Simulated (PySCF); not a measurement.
SMILES CC(C)O[B]OC(C)C (C6H14BO2), doublet (GFN2-xTB optimised geometry):

```
23

C     -2.974    -0.905     1.362
C     -2.413    -0.373     0.043
C     -2.738     1.109    -0.140
O     -1.010    -0.513     0.000
B     -0.310    -1.684     0.000
O      1.023    -1.684     0.000
C      1.841    -0.497    -0.007
C      3.177    -0.845     0.637
C      2.010    -0.006    -1.440
H     -4.056    -0.809     1.376
H     -2.556    -0.345     2.195
H     -2.704    -1.953     1.478
H     -2.854    -0.946    -0.788
H     -2.318     1.469    -1.076
H     -3.814     1.257    -0.154
H     -2.308     1.684     0.676
H      1.324     0.271     0.583
H      3.814     0.035     0.677
H      3.674    -1.620     0.058
H      3.021    -1.216     1.647
H      2.489    -0.775    -2.042
H      1.037     0.218    -1.868
H      2.622     0.893    -1.459
```

Level of theory: unrestricted PBE0/def2-SVP (PySCF).

What are the frontier orbital energies (α orbitals alone; a β orbital can be the lowest empty one) and the dipole moment?

HOMO-2 -8.94 eV, HOMO-1 -8.09 eV, HOMO -5.42 eV, LUMO 0.97 eV, LUMO+1 1.77 eV; dipole moment 1.85 D.

On the same geometry unrestricted PBE/def2-SVP in PySCF gives HOMO-2 -7.37 eV, HOMO-1 -6.58 eV, HOMO -4.07 eV, LUMO -0.02 eV, LUMO+1 0.92 eV; dipole moment 1.86 D.

Meta-Löwdin charges at PBE0/def2-SVP: C1 -0.31, C2 0.17, C3 -0.30, O4 -0.38, B5 0.23, O6 -0.37, C7 0.16, C8 -0.30, C9 -0.31, H10 0.10, H11 0.10, H12 0.11, H13 0.08, H14 0.10, H15 0.10, H16 0.10, H17 0.09, H18 0.10, H19 0.10, H20 0.11, H21 0.10, H22 0.11, H23 0.10.
